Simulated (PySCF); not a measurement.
A structure optimised at PBE-D3(BJ)/def2-SVP, used in a PySCF frequency run:

```
C
N 1 1.4481
H 2 1.0269 1 110.01
C 2 1.4551 3 110.69 1 129.10
H 4 1.1088 2 109.58 3 55.81
H 4 1.1101 5 107.41 2 -118.81
H 4 1.1198 5 107.75 6 -114.82
C 1 1.5241 2 114.58 3 -149.75
H 8 1.1012 1 115.29 2 -3.47
H 8 1.1016 9 114.95 1 144.24
C 8 1.5022 9 117.25 10 147.45
H 11 1.1010 8 117.24 9 0.48
H 11 1.1018 12 115.21 1 -144.00
Si 1 1.9015 2 119.30 3 61.67
H 14 1.5066 1 112.68 2 63.04
H 14 1.5070 15 108.11 7 -156.47
H 14 1.5086 15 107.61 16 -117.34
```

Question: Write its SMILES and formula.

Answer: CNC1([SiH3])CC1, C₄H₁₁NSi

Question: What are its rotational constants (standard atomic weights)?

Answer: 3.1159, 2.6091, 1.7332 GHz
